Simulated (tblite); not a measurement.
Compound: C3H11GeNSi.
Bonds: C1–C2 (double), C2–C3, C2–Si4, Si4–N5, N5–Ge6. Hydrogens: H7, H8 on C1; H9, H10, H11 on C3; H12, H13 on Si4; H14 on N5; H15, H16, H17 on Ge6.

Computed with GFN2-xTB (tblite), gas phase: L-BFGS steps from a force-field or distance-geometry start until the largest atomic force falls under 0.01 eV/Å.

Step 119: E = -505.9303 eV
```
atom  x, y, z in Å  |  force x, y, z in eV/Å
C1     -1.2663    0.8365   -1.0569    0.017   0.005  -0.020
C2     -1.3445    0.0111   -0.0222    0.013   0.008   0.011
C3     -2.6108   -0.7219    0.3075    0.032   0.009  -0.019
Si4     0.1240   -0.3169    1.1288   -0.021  -0.033  -0.030
N5      1.5292    0.6157    0.7264   -0.007  -0.004  -0.002
Ge6     2.9710    0.1018   -0.2360   -0.013   0.006  -0.026
H7     -2.0933    1.0266   -1.7262   -0.021  -0.029   0.022
H8     -0.3523    1.3632   -1.2849    0.003   0.000  -0.013
H9     -3.0257   -0.3375    1.2377   -0.004   0.010   0.022
H10    -3.3584   -0.6194   -0.4770    0.017   0.044  -0.005
H11    -2.4031   -1.7791    0.4583    0.005  -0.023  -0.002
H12     0.5046   -1.7273    1.0193    0.035  -0.021   0.015
H13    -0.2230    0.0388    2.5115   -0.024   0.016   0.016
H14     1.4052    1.6116    0.8067   -0.010   0.026   0.010
H15     2.6104   -0.3611   -1.6193   -0.018  -0.012   0.002
H16     3.6435   -1.0139    0.4942   -0.008  -0.046   0.004
H17     3.8823    1.2837   -0.3295    0.004   0.044   0.013
```

Step 120: E = -505.9312 eV
```
atom  x, y, z in Å  |  force x, y, z in eV/Å
C1     -1.2520    0.8223   -1.0671    0.013  -0.002  -0.008
C2     -1.3406    0.0074   -0.0248    0.019   0.006   0.005
C3     -2.6129   -0.7125    0.3097    0.014   0.022  -0.001
Si4     0.1246   -0.3240    1.1300   -0.045  -0.058  -0.036
N5      1.5298    0.6130    0.7420   -0.003   0.006   0.001
Ge6     2.9637    0.1111   -0.2379   -0.029  -0.015  -0.033
H7     -2.0745    1.0151   -1.7409   -0.024  -0.031   0.021
H8     -0.3317    1.3375   -1.2954    0.009   0.009  -0.020
H9     -3.0236   -0.3175    1.2379   -0.004   0.014   0.012
H10    -3.3617   -0.6099   -0.4743    0.041   0.036   0.005
H11    -2.4133   -1.7694    0.4718    0.003  -0.028  -0.018
H12     0.5054   -1.7344    1.0134    0.038  -0.012   0.014
H13    -0.2300    0.0204    2.5127   -0.025   0.024   0.031
H14     1.4090    1.6076    0.8419   -0.009   0.021   0.010
H15     2.5850   -0.3496   -1.6165   -0.016  -0.019  -0.004
H16     3.6530   -1.0038    0.4788   -0.009  -0.037   0.002
H17     3.8627    1.2987   -0.3430    0.027   0.064   0.018
```

Step 121: E = -505.9326 eV
```
atom  x, y, z in Å  |  force x, y, z in eV/Å
C1     -1.2245    0.7953   -1.0847    0.018  -0.015  -0.004
C2     -1.3322   -0.0011   -0.0299    0.020   0.000   0.002
C3     -2.6170   -0.6940    0.3137   -0.013   0.042   0.033
Si4     0.1249   -0.3404    1.1334   -0.056  -0.071  -0.027
N5      1.5312    0.6052    0.7729    0.006   0.018  -0.003
Ge6     2.9496    0.1295   -0.2436   -0.045  -0.039  -0.017
H7     -2.0396    0.9926   -1.7656   -0.033  -0.028   0.017
H8     -0.2925    1.2874   -1.3172    0.007   0.017  -0.018
H9     -3.0216   -0.2753    1.2355    0.004   0.008  -0.015
H10    -3.3656   -0.5907   -0.4722    0.078   0.014   0.026
H11    -2.4345   -1.7508    0.4990   -0.009  -0.009  -0.046
H12     0.5084   -1.7496    1.0050    0.040  -0.001   0.014
H13    -0.2452   -0.0126    2.5157   -0.021   0.027   0.035
H14     1.4155    1.5964    0.9103   -0.003  -0.003   0.005
H15     2.5362   -0.3281   -1.6121   -0.012  -0.026  -0.014
H16     3.6742   -0.9830    0.4469   -0.023  -0.004  -0.013
H17     3.8257    1.3312   -0.3688    0.042   0.071   0.025
```

**Question.** Estimate the geometry and energy of step 122. (The exact step hangs on the optimiser's Hessian estimate; all steps are aligned on step 121, rigid shifts and turns removed.)

**Answer.** E = -505.9345 eV, largest force 0.107 eV/Å
```
atom  x, y, z in Å  |  force x, y, z in eV/Å
C1     -1.1994    0.7700   -1.0999    0.010  -0.030  -0.014
C2     -1.3222   -0.0088   -0.0343    0.026  -0.010  -0.009
C3     -2.6172   -0.6772    0.3161   -0.045   0.077   0.055
Si4     0.1254   -0.3552    1.1371   -0.053  -0.075   0.006
N5      1.5313    0.5980    0.7989    0.014   0.011  -0.002
Ge6     2.9349    0.1466   -0.2492   -0.048  -0.052   0.004
H7     -2.0101    0.9692   -1.7849   -0.045  -0.020   0.005
H8     -0.2590    1.2405   -1.3402    0.026   0.035  -0.013
H9     -3.0109   -0.2442    1.2360   -0.004   0.015  -0.004
H10    -3.3684   -0.5633   -0.4667    0.101  -0.016   0.031
H11    -2.4513   -1.7341    0.5133   -0.019  -0.026  -0.071
H12     0.5154   -1.7627    1.0031    0.034   0.008   0.014
H13    -0.2611   -0.0364    2.5178   -0.012   0.022   0.023
H14     1.4187    1.5844    0.9680    0.001   0.006   0.005
H15     2.4898   -0.3081   -1.6070   -0.006  -0.029  -0.034
H16     3.6845   -0.9673    0.4166   -0.027   0.024  -0.023
H17     3.7925    1.3607   -0.3863    0.046   0.059   0.027
```

The energy changes by -0.0018 eV. The first-order estimate −F·Δx gives -0.0025 eV and the mean of the old and new forces, exact on a quadratic surface, -0.0018 eV. The step makes an angle of 85° with the force vector and moves no atom by more than 0.062 Å.

What follows is the cost of the whole relaxation. The run took 2.4 s on an Intel Xeon Platinum 8259CL at 2.50 GHz with one thread, shared host.
